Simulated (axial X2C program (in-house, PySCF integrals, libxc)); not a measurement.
What spin–orbit coupling does to MoN

Calculated with an axial X2C code built on PySCF integrals. Spin-free means the one-electron spin-free X2C Hamiltonian; two-component (2c) means X2C with spin–orbit coupling and atomic mean-field two-electron Coulomb and Gaunt terms, so the difference of the two also holds small scalar two-electron terms. Basis: Mo dyall-cv3z [11s12p9d5f3g], N dyall-av3z [7s7p3d2f] (cores contracted in-house); Gaussian nuclei, density fitting, unrestricted open shells. Masses: Mo 97.905 u, N 14.003 u.

Spin-free state: M_S = 3/2, Λ = 0 (beyond evenly filled blocks: σα, δ+α, δ-α); fragments Mo + N.

```csv
level,Re (Å),ωe (cm⁻¹),De (eV),μ (D)
PBE0,1.609,1125.6,5.004,-3.14
```

Dipoles are positive if N is the positive end.

Two-component determinant lowest at the distance of the search:

Ω = 3/2 (⟨Sz⟩ = 1.50, ⟨Lz⟩ = 0.00 at PBE0); fragments Mo + N.

| level | Re (Å) | ωe (cm⁻¹) | De (eV) | μ (D) |
| --- | --- | --- | --- | --- |
| PBE0 | 1.608 | 1125.7 | 5.002 | -3.14 |

Question: From the two tables, how do the constants change at the PBE0 level (2c against spin-free)?

Answer: At the PBE0 level Re is unchanged within 0.001 Å and ωe stays the same within 0.2 cm⁻¹; De changes by -0.002 eV.

Occupations by symmetry block were frozen at the best pattern of an incomplete PBE0 search. Dissociation energies refer to the lowest single-determinant-based atoms at the same level and basis. Density functionals use the spin component along the axis (collinear). With several unpaired electrons one determinant need not be a pure state. This is the top spin component of a Σ state; components of lower Ω are not single determinants and can lie lower. The determinant is spin-polarised beyond a pure state at some levels (its spin-free form has ⟨S²⟩ too high), which makes Re and μ there less reliable.
